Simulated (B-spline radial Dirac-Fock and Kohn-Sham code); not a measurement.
How the levels of cadmium move as electrons are removed

These are calculated numbers from a radial finite-basis atomic code; the model is multi-electron Dirac-Fock with separately optimised hole states, Breit and Lamb-shift corrections added in first order. Each ion is free and in its tabulated ground configuration. Correlation energy is missing from these numbers.

Reference: Cd, [Kr] 4d10 5s2, with K 26718.0 eV, M1 780.9 eV, M3 627.0 eV, N1 123.8 eV, N3 78.27 eV, Kα1 (K-L3) 23172.0 eV, Kβ1 (K-M3) 26090.9 eV, Lℓ (L3-M1) 2765.1 eV. Shifts from it, in eV (a dash: the subshell is empty, belongs to an open shell averaged over j, or its hole state is left out as unreliable):

| ion | configuration | K | M1 | M3 | N1 | N3 | Kα1 | Kβ1 | Lℓ |
| --- | --- | --- | --- | --- | --- | --- | --- | --- | --- |
| Cd⁺ | [Kr] 4d10 5s1 | +9.5 | +9.3 | +9.4 | – | +9.4 | +0.05 | +0.07 | +0.11 |
| Cd²⁺ | [Kr] 4d10 | +20.3 | +19.9 | +20.1 | +19.8 | +20.0 | +0.20 | +0.26 | +0.16 |
| Cd³⁺ | [Kr] 4d9 | +39.1 | +38.6 | +38.7 | +37.1 | +36.7 | +0.01 | +0.32 | +0.40 |
| Cd⁴⁺ | [Kr] 4d8 | ? | ? | ? | ? | ? | ? | ? | ? |
| Cd⁵⁺ | [Kr] 4d7 | +81.5 | +80.6 | +80.7 | +75.0 | +73.2 | -0.40 | +0.85 | +1.32 |

Problem. Give the missing shifts for Cd⁴⁺.

Solution. K +59.5, M1 +58.9, M3 +59.0, N1 +55.5, N3 +54.5, Kα1 -0.19, Kβ1 +0.51, Lℓ +0.79 (eV).

Over this range K (1s) moves by +81.5 eV and Kα1 by -0.4 eV: a line is a difference of two levels that shift in the same direction.
